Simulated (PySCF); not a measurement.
## Energy of Fe (iron, neutral) between two integer charges

The 4s beta orbital of [Ar] 3d6 4s2 is emptied in steps (occupation f), with all orbitals relaxed, ending at [Ar] 3d6 4s1. Calculation: PySCF 2.14, in aug-cc-pVTZ; the non-relativistic Hamiltonian (point nucleus). The exact energy is a straight line in f; departures are measured from the line between the end points of the same method.

```csv
f,CAM-B3LYP (eV)
1,0.000
0.75,-0.254
0.5,-0.360
0.25,-0.300
0,0.000
```

**Question.** For CAM-B3LYP, how does the orbital energy at f = 1 compare with the removal energy?

**Answer.** −ε = 6.597 eV against a total-energy difference of 7.897 eV. By Janak's theorem ε = ∂E/∂f, so the gap between them reflects the curvature. Along the path −ε is 7.169 (f = 0.75), 7.783 (f = 0.5), 8.544 (f = 0.25) eV.

Reference removal energy between the ground levels: 7.902 eV (measured; NIST Atomic Spectra Database, ionization energies). The calculation has no spin-orbit coupling.
